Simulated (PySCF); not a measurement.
SMILES C(O)B, PBE0/def2-SVP optimised geometry.

```
8

B      0.81    -0.42     0.00
C     -0.74    -0.42     0.00
O     -1.45     0.79     0.00
H      1.39    -1.47    -0.10
H      1.45     0.60     0.18
H     -1.12    -1.06    -0.81
H     -0.96    -1.04     0.91
H     -0.87     1.47     0.35
```

Density from PBE0/def2-TZVP run with PySCF at that geometry.

Minimum of the electron density along straight lines between bonded atoms, close to the bond critical point (lines longer than 1.1 times the sum of covalent radii, or with two minima, are not listed):

| bond | length / Å | ρ at the minimum / e bohr⁻³ | ∇²ρ there / e bohr⁻⁵ | position (fraction from the first atom) |
|---|---|---|---|---|
| B1–C2 | 1.548 | 0.197 | [?] | 0.33 |
| C2–O3 | 1.400 | 0.270 | [?] | 0.35 |
| B1–H4 | 1.209 | 0.181 | -0.39 | 0.44 |
| B1–H5 | 1.213 | 0.178 | -0.37 | 0.43 |
| C2–H6 | 1.107 | 0.269 | -0.91 | 0.65 |
| C2–H7 | 1.125 | 0.255 | -0.81 | 0.64 |
| O3–H8 | 0.962 | [?] | -2.47 | 0.80 |

### Question
Complete the blanks.

### Answer

- B1–C2, ∇²ρ there / e bohr⁻⁵: -0.25
- C2–O3, ∇²ρ there / e bohr⁻⁵: -0.59
- O3–H8, ρ at the minimum / e bohr⁻³: 0.364
